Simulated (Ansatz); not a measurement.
Input file for GaH5OSSi, SMILES `[SiH3][O][GaH][SH]`:

```yaml
crystal:
  periodic: [false, false, false]
  atoms:
    - {symbol: Si, position_ang: [0.273316, 0.845918, -1.239524]}
    - {symbol: O, position_ang: [0.133650, -0.681264, -0.690754]}
    - {symbol: Ga, position_ang: [-0.198095, -1.555634, 0.824541]}
    - {symbol: S, position_ang: [-0.552281, -0.334737, 2.610402]}
    - {symbol: H, position_ang: [-0.743257, 1.104466, -2.292817]}
    - {symbol: H, position_ang: [0.065178, 1.837402, -0.140695]}
    - {symbol: H, position_ang: [1.630576, 1.062859, -1.805624]}
    - {symbol: H, position_ang: [-0.216102, -3.102434, 0.789404]}
    - {symbol: H, position_ang: [-0.392986, 0.823413, 1.945056]}
basis:
  gaussian: {orbitals: def2-TZVPP}
correlation: {method: ccsd_t}
output: {orbitals: {seedname: orbitals}}
```

```sh
$ ansatz run in.yaml --threads 2 --pin off --events-out ev --progress --plain --max-ram 32768MiB --backend cuda --devices 0, --max-vram 18GiB
```

Output of Ansatz, abridged:

```
Functional definition: HF
1378 factors; integrals over basis functions are off by at most 1.3e-3 eV
mean field evaluation 1: about -73130.7895 eV, gradient 4.2e1 eV
mean field evaluation 2: about -73130.9976 eV, gradient 4.3e1 eV
mean field evaluation 4: about -73134.8790 eV, gradient 3.8e0 eV
mean field evaluation 8: about -73134.9539 eV, gradient 2.9e-1 eV
mean field evaluation 16: about -73134.9544 eV, gradient 1.6e-6 eV
mean field -73134.95440900 eV, -2687.6600018780 hartree, gradient 1.6e-6 eV, S^2 0.000000; 0 other end points of the search recorded, 0 dependent functions left out
20 core orbitals not correlated: weight in the atoms' cores, before any rotation towards them, 1.000 or more for the frozen orbitals, at most 0.000 for the correlated occupied ones
reference -73134.95440900 eV, -2687.6600018780 hartree; 17, 17 occupied and 196, 196 virtual orbitals, 1378 factors
second order -20.84876538 eV of doubles, -0.00000000 eV of singles
cycle   1  -21.03607651 eV  change   -1.9e-1 eV  update   1.2e-1
cycle   2  -21.71609804 eV  change   -6.8e-1 eV  update   3.7e-2
cycle   3  -21.85821118 eV  change   -1.4e-1 eV  update   1.9e-2
cycle   4  -21.84370590 eV  change    1.5e-2 eV  update   4.5e-3
cycle   5  -21.84116788 eV  change    2.5e-3 eV  update   2.1e-3
cycle   6  -21.84168599 eV  change   -5.2e-4 eV  update   6.0e-4
cycle   7  -21.84136494 eV  change    3.2e-4 eV  update   2.6e-4
cycle   8  -21.84136094 eV  change    4.0e-6 eV  update   7.2e-5
cycle   9  -21.84139712 eV  change   -3.6e-5 eV  update   2.7e-5
perturbative correction -0.87031048 eV, -0.0319833202 hartree
Total energy: -73157.66611659 eV, -2688.4946417376 hartree
```

Run time 11 s (2 threads of an AMD EPYC 7R13 on a shared host and a share of an NVIDIA H100 80 GB); peak host memory 0.79 GiB.

MP2 recovers 91.8 % of the CCSD(T) correlation energy and the triples give 3.8 %; T1 = 0.0135.
